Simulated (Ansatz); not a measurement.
Two isomers of C4H7FSi: A = `C=C1CC1(F)[SiH3]`, B = `C=C=C[SiH](C)F`.

Calculated with Ansatz (gas phase, PBE0-D4/def2-TZVP geometries, no zero-point term in ΔE). CBS: MP2 limit from def2 TZ/QZ plus the TZ coupled-cluster correction, frozen cores. Functionals use def2-TZVPP. B3LYP here is the variant with VWN-RPA as its local correlation; programs differ in this. One conformer a species, not always the lowest.

Task: Which is lower in electronic energy at CCSD(T)/CBS, and by how much? (An estimate is asked.)

Result: Computed: B, by 322.2 kJ/mol.

Task: Give E(B) − E(A) in kJ/mol with ωB97M-V, HF/def2-TZVPP, B3LYP-D4, CCSD/def2-TZVPP, B3LYP, r2SCAN-D4, PBE0-D4. (An estimate is asked.)

Result: The calculation gave: ωB97M-V -313.7, HF/def2-TZVPP -331.3, B3LYP-D4 -318.9, CCSD/def2-TZVPP -318.8, B3LYP -320.1, r2SCAN-D4 -315.6, PBE0-D4 -297.8. None reverses the order clearly.

Largest T1 diagnostic: 0.012.

From PBE to PBE0 (25 % exact exchange), in def2-TZVPP and without D4, E(B) − E(A) moves by −3.3 kJ/mol. In def2-TZVPP, CCSD(T) changes the Hartree–Fock value by +14.2 kJ/mol (the triples alone add +1.6 kJ/mol) and MP2 by +8.8 kJ/mol.
